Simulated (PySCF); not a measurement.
K(OH) (HKO), SMILES [OH][K]. Heavy atoms are numbered as in [K:1][OH:2]. Hydrogens are named by the atom that carries them.

Coordinates come from a PBE0-D3(BJ)/def2-TZVPD optimisation. The isomer is the one that the SMILES or the coordinates give; other isomers of the formula were not compared.

Computed with B3LYP/pcSseg-2 (PySCF).

GIAO shieldings, no solvent; atoms alike by connectivity are averaged. δ = σ(ref) − σ: ¹⁷O against H2O (σ = 325.5 ppm); ¹H against TMS (σ = 31.68 ppm), references at their B3LYP-D3(BJ)/def2-TZVP geometries, non-relativistic.

Computed chemical shifts:
```
nucleus    atoms  count  δ (ppm)
-------  -------  -----  -------
¹⁷O      O2 (OH)      1     25.4
¹H       H on O2      1    -1.82
```
